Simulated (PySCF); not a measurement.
**Where the electron goes**

Compound: cyclo-(F2SiS)2.
Z-matrix (Å and degrees, PBE0-D3(BJ)/def2-SVP geometry), rows numbered from 1:
```
Si
F   1  1.6025
F   1  1.6027  2  105.08
S   1  2.1228  2  112.72  3   123.05
Si  4  2.1225  1   78.84  2   120.56
F   5  1.6025  4  112.86  1  -120.64
F   5  1.6027  4  112.63  1   120.57
S   1  2.1225  2  112.67  3  -123.22
```

Method used: PySCF 2.14.0, density-fitted response routines, TDDFT B3LYP/def2-SVPD, vertical, gas phase, core orbitals frozen in the response.

Frontier orbitals with the atoms that hold most of them (Löwdin shares over 4%, at most four atoms; ? is withheld):

```json
{"orbital": "HOMO-3", "ε (eV)": "-10.63", "atoms": "S4 27%, S8 27%, Si1 9%, Si5 9%"}
{"orbital": "HOMO-2", "ε (eV)": "-9.60", "atoms": "S4 42%, S8 42%, Si5 7%, Si1 7%"}
{"orbital": "HOMO-1", "ε (eV)": "-9.39", "atoms": "S8 35%, S4 35%, Si1 9%, Si5 9%"}
{"orbital": "HOMO", "ε (eV)": "-8.44", "atoms": "?"}
{"orbital": "LUMO", "ε (eV)": "-1.44", "atoms": "?"}
{"orbital": "LUMO+1", "ε (eV)": "-1.33", "atoms": "Si1 22%, Si5 22%, S8 15%, S4 15%"}
{"orbital": "LUMO+2", "ε (eV)": "-0.22", "atoms": "S4 34%, S8 34%, Si5 13%, Si1 13%"}
```

**Question.** Which atoms hold the HOMO, and with what shares?

**Answer.** S4 (bonded to 2 Si) 42%; S8 (bonded to 2 Si) 42%; Si1 (bonded to 2 F and 2 S) 6%; Si5 (bonded to 2 F and 2 S) 6%. By element: sulfur 84%, silicon 12%.

**Question.** Which atoms hold the LUMO, and with what shares?

**Answer.** S8 (bonded to 2 Si) 30%; S4 (bonded to 2 Si) 30%; Si5 (bonded to 2 F and 2 S) 14%; Si1 (bonded to 2 F and 2 S) 14%. By element: sulfur 60%, silicon 28%.

**Question.** How does S1 compare with the orbital gap of 7.00 eV?

**Answer.** S1 is at 5.73 eV (f = 0.0000), 1.27 eV below the gap, made of HOMO→LUMO (99%). Without the coupling terms of the response equations the lowest excitation would equal the gap.

**Question.** Give energy, strength and leading configuration of S1, S2, S3, S4, S6 and S7, and follow the Löwdin shares of the leading atoms from the occupied to the empty orbital.

**Answer.** 
- S1 (5.73 eV, f 0.0000), HOMO→LUMO (99%): S4 42% → 30%, S8 42% → 30%
- S2 (6.08 eV, f 0.0000), HOMO→LUMO+1 (98%): S4 42% → 15%, S8 42% → 15%, Si1 6% → 22%, Si5 6% → 22%
- S3 (6.71 eV, f 0.0000), HOMO-1→LUMO (98%): S8 35% → 30%, S4 35% → 30%
- S4 (7.00 eV, f 0.028), HOMO-1→LUMO+1 (91%): S8 35% → 15%, S4 35% → 15%, Si1 9% → 22%, Si5 9% → 22%
- S6 (7.08 eV, f 0.0000), HOMO-2→LUMO (96%): S4 42% → 30%, S8 42% → 30%
- S7 (7.27 eV, f 0.048), HOMO-2→LUMO+1 (72%): S4 42% → 15%, S8 42% → 15%, Si1 7% → 22%, Si5 7% → 22%

Löwdin shares depend on the basis, the more so with diffuse functions.

One conformer stands for the species.
